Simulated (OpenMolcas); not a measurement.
Re4+ (d3) among equal point charges was computed by CASSCF with the d shell active (OpenMolcas, ANO-RCC-VDZP on the metal). Its lowest spin-free states, and all those of the highest spin:

| 2S+1 | Degeneracy | E (cm-1) |
| --- | --- | --- |
| 4 | 1 | 0.0 |
| 4 | 2 | 2072 |
| 4 | 1 | 4077 |
| 4 | 2 | 10149 |
| 4 | 1 | 11896 |
| 2 | 1 | 13144 |
| 2 | 2 | 13621 |
| 2 | 1 | 13952 |
| 2 | 1 | 14252 |
| 2 | 2 | 14335 |
| 2 | 1 | 15451 |
| 2 | 1 | 16328 |
| 4 | 1 | 21556 |
| 4 | 2 | 30027 |

Q: Is the site octahedral, tetrahedral or cube-like, axial, or of lower symmetry?

A: The states with 2S+1 = 4 have orbital degeneracies 1, 2, 1, 2, 1, 1, 2. There are pairs but no triples, so the site is axial: not cubic, but with a proper or improper axis of order three or more. The run had Re4+ among 5 point charges of -2 e arranged as a square pyramid (C4v), 2.22 Å from the ion, with the axial distance 2.642 Å.

Spin-orbit coupling mixes the spin-free states strongly: the lowest level takes only 52 % from its leading state, 2S+1 = 4, which lies 2072 cm-1 above the lowest spin-free state. Without dynamic correlation the repulsion within the d shell is too large (B by tens of per cent), so at a given field states of lower spin stand too high. Point charges carry no covalency, so the field is a model and not that of real ligands. An unlabelled pair can be two single states that coincide in this model. No measured value stands beside these numbers.
